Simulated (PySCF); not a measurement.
## How the method moves the HOMO and LUMO of s-BuOEt

s-BuOEt, C6H14O.
Structure used (PBE0-D3(BJ)/def2-SVP), in Å, numbered top down from 1:
```xyz
21
C6H14O angstrom
C     -2.1218   -0.7569    0.0653
C     -1.1663    0.3118    0.5392
O      0.0521    0.1555   -0.1304
C      1.0882    1.0223    0.2726
C      0.9227    2.4096   -0.3306
C      2.4021    0.3713   -0.1339
C      2.6254   -0.9850    0.5120
H     -2.2789   -0.6764   -1.0205
H     -1.7183   -1.7580    0.2778
H     -3.0961   -0.6584    0.5667
H     -1.0118    0.2353    1.6360
H     -1.6014    1.3146    0.3527
H      1.0698    1.1082    1.3814
H     -0.0275    2.8743   -0.0283
H      0.9368    2.3453   -1.4297
H      1.7369    3.0765   -0.0097
H      3.2243    1.0613    0.1190
H      2.4024    0.2719   -1.2332
H      1.7977   -1.6648    0.2641
H      3.5647   -1.4452    0.1704
H      2.6738   -0.9013    1.6100
```

Basis pcSseg-1 throughout (PySCF), one geometry. One conformer (not necessarily the lowest) at the PBE0-D3(BJ)/def2-SVP geometry, without solvent, vibrations or thermal averaging.

Task: How do the orbital energies, the gap and the dipole change with the method?

Result: 
| method | kind | HOMO (eV) | LUMO (eV) | gap (eV) | μ (D) | SCF cycles |
| --- | --- | --- | --- | --- | --- | --- |
| PBE | GGA | -5.67 | 0.66 | 6.33 | 1.02 | 14 |
| KT3 | GGA | -5.86 | 0.58 | 6.43 | 1.00 | 14 |
| B3LYP | global hybrid | -7.00 | 1.18 | 8.19 | 1.11 | 12 |
| PBE0 | global hybrid | -7.24 | 1.51 | 8.75 | 1.12 | 12 |
| mPW1PW91 | global hybrid | -7.28 | 1.55 | 8.83 | 1.13 | 12 |
| CAM-B3LYP | range-separated hybrid | -8.68 | 2.35 | 11.03 | 1.16 | 12 |
| BHandHLYP | global hybrid | -8.77 | 2.20 | 10.97 | 1.20 | 12 |
| wB97X-D | range-separated hybrid | -9.15 | 3.32 | 12.48 | 1.14 | 12 |
| LC-wPBE | range-separated hybrid | -9.97 | 3.70 | 13.67 | 1.20 | 12 |

The HOMO spans 4.30 eV, from PBE down to LC-wPBE, and the gap runs from 6.33 eV (PBE) to 13.67 eV (LC-wPBE). Over the methods PBE (0 %), KT3 (0 %), B3LYP (20 %), PBE0 (25 %), mPW1PW91 (25 %), BHandHLYP (50 %), a straight line through the gap against the share of exact exchange rises by 0.92 eV for each 10 % (correlation coefficient 0.999). The dipole ranges from 1.00 D (KT3) to 1.20 D (BHandHLYP). This basis has no diffuse functions.

The vertical ΔSCF ionisation energy at CAM-B3LYP/def2-SVPD is 9.47 eV; −ε(HOMO) comes closest to it with wB97X-D (9.15 eV).
